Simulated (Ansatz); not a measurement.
Computed with frozen-core CCSD(T)/cc-pVTZ // M06-2X/def2-TZVP (Ansatz, an electronic-structure program).

Ansatz 0.2 input:
```yaml
crystal:
  periodic: [false, false, false]
  atoms:
    - { symbol: N, position_ang: [-0.395111, 0.097101, 0.592471] }
    - { symbol: C, position_ang: [0.588818, -0.142835, -0.311941] }
    - { symbol: O, position_ang: [1.388964, -0.339141, -1.047893] }
    - { symbol: H, position_ang: [-1.104909, -0.665939, 0.819295] }
    - { symbol: H, position_ang: [-0.454325, 1.047682, 1.072469] }
basis:
  gaussian: { orbitals: cc-pVTZ }
correlation:
  method: ccsd_t
total_charge: 2
magnetization:
  spin_polarized: true
  initial_magnetization: 1
```

Output:

```
Functional definition: HF
704 factors; integrals over basis functions are off by at most 9.2e-4 eV
mean field evaluation 1: about -4548.6715 eV, gradient 4.6e1 eV
mean field evaluation 2: about -4548.6726 eV, gradient 4.6e1 eV
mean field evaluation 4: about -4556.0412 eV, gradient 4.7e0 eV
mean field evaluation 8: about -4556.2602 eV, gradient 5.9e-1 eV
mean field evaluation 16: about -4556.3026 eV, gradient 1.4e-6 eV
mean field evaluation 32: about -4552.1754 eV, gradient 7.1e-1 eV
mean field evaluation 64: about -4548.6281 eV, gradient 2.6e-2 eV
mean field -4556.30256671 eV, -167.4410309537 hartree, gradient 1.5e-6 eV, S^2 0.903716; 0 other end points of the search recorded, 0 dependent functions left out
3 core orbitals not correlated
reference -4556.30256671 eV, -167.4410309537 hartree; 8, 7 occupied and 107, 108 virtual orbitals, 704 factors
second order -13.78593518 eV of doubles, -0.00000000 eV of singles
cycle   1  -13.67927270 eV  change    1.1e-1 eV  update   1.1e-1
cycle   2  -14.19829772 eV  change   -5.2e-1 eV  update   4.3e-2
cycle   3  -14.42069775 eV  change   -2.2e-1 eV  update   3.1e-2
cycle   4  -14.43017089 eV  change   -9.5e-3 eV  update   1.2e-2
cycle   5  -14.43291771 eV  change   -2.7e-3 eV  update   5.3e-3
cycle   6  -14.43482001 eV  change   -1.9e-3 eV  update   1.8e-3
cycle   7  -14.43514853 eV  change   -3.3e-4 eV  update   6.8e-4
cycle   8  -14.43538891 eV  change   -2.4e-4 eV  update   3.5e-4
cycle   9  -14.43537140 eV  change    1.8e-5 eV  update   1.7e-4
cycle  10  -14.43531920 eV  change    5.2e-5 eV  update   9.4e-5
cycle  11  -14.43539332 eV  change   -7.4e-5 eV  update   3.9e-5
cycle  12  -14.43536988 eV  change    2.3e-5 eV  update   1.5e-5
cycle  13  -14.43537807 eV  change   -8.2e-6 eV  update   7.2e-6
perturbative correction -0.64084957 eV, -0.0235507873 hartree
Total energy: -4571.37879434 eV, -167.9950721003 hartree
```

Cost: roughly 40 core-seconds.
